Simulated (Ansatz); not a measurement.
A search over several starts for the lowest SCF solution of the cluster W3 at the given spin, in a small basis.

```yaml
crystal:
  periodic: [false, false, false]
  atoms:
    - {symbol: W, position_ang: [1.307860, -0.318221, -0.223409]}
    - {symbol: W, position_ang: [-0.989556, -0.896952, 0.280771]}
    - {symbol: W, position_ang: [-0.318304, 1.215172, -0.057362]}
basis:
  gaussian: {orbitals: def2-SVP}
magnetization: {spin_polarized: true, initial_magnetization: 0}
hamiltonian: {xc: pbe0, dispersion: d4}
output: {orbitals: {seedname: orbitals}}
```

```sh
$ ansatz run in.yaml --threads 4 --pin off --events-out ev --progress --plain --max-ram 3916MiB
```

Output, abridged:

```
Functional definition: PBE0
1041 factors; their error is unknown
mean field evaluation 1: about -5458.5582 eV, gradient 4.8e1 eV
mean field evaluation 2: about -5405.6001 eV, gradient 1.2e2 eV
mean field evaluation 4: about -5460.3739 eV, gradient 4.7e1 eV
mean field evaluation 8: about -5469.2325 eV, gradient 1.0e0 eV
mean field evaluation 16: about -5469.3980 eV, gradient 1.8e-3 eV
mean field evaluation 32: about -5469.5688 eV, gradient 3.0e-2 eV
mean field evaluation 64: about -5353.8523 eV, gradient 9.2e2 eV
mean field evaluation 96: about -5386.8666 eV, gradient 8.4e2 eV
mean field evaluation 128: about -5396.8240 eV, gradient 8.5e2 eV
mean field evaluation 160: about -5392.5952 eV, gradient 8.0e2 eV
mean field evaluation 192: about -5393.7264 eV, gradient 8.0e2 eV
mean field evaluation 224: about -5397.3742 eV, gradient 8.6e2 eV
mean field evaluation 256: about -5373.1552 eV, gradient 1.4e2 eV
mean field evaluation 288: about -5469.4473 eV, gradient 1.9e-1 eV
mean field evaluation 320: about -5469.6116 eV, gradient 5.6e-4 eV
mean field evaluation 352: about -5185.1091 eV, gradient 2.0e2 eV
mean field evaluation 384: about -5469.6116 eV, gradient 1.9e-3 eV
mean field evaluation 416: about -5469.6116 eV, gradient 1.3e-5 eV
mean field evaluation 448: about -5469.6115 eV, gradient 1.3e-2 eV
mean field evaluation 480: about -5469.6116 eV, gradient 4.0e-5 eV
mean field evaluation 512: about -5469.6116 eV, gradient 8.1e-3 eV
mean field evaluation 544: about -5463.9192 eV, gradient 1.1e1 eV
mean field evaluation 576: about -5469.2554 eV, gradient 4.7e0 eV
mean field evaluation 608: about -5469.5336 eV, gradient 1.7e0 eV
mean field -5469.61162420 eV, -201.0045197536 hartree, gradient 2.5e-6 eV, S^2 1.365305; 20 other end points of the search recorded, 0 dependent functions left out
reference -5469.61164848 eV, -201.0045206458 hartree; 21, 21 occupied and 75, 75 virtual orbitals, 1041 factors
Total energy: -5469.72276329 eV, -201.0086040397 hartree
```

It took 62 s on 4 threads of Arm Neoverse V2 on a shared host.

Other converged states that the search met: 0.04 eV higher (⟨S²⟩ = 1.07), 0.21 eV higher (⟨S²⟩ = 0.00).

In the def2 sets W takes a core potential; there is no spin–orbit coupling. The unrestricted singlet has broken spin symmetry (⟨S²⟩ up to 1.37). At PBE0-D4/def2-TZVP a triplet of charge 0 lies 0.06 eV below the unrestricted singlet, which stands at the restricted singlet's geometry. The structure comes from a short search, and lower isomers may exist.
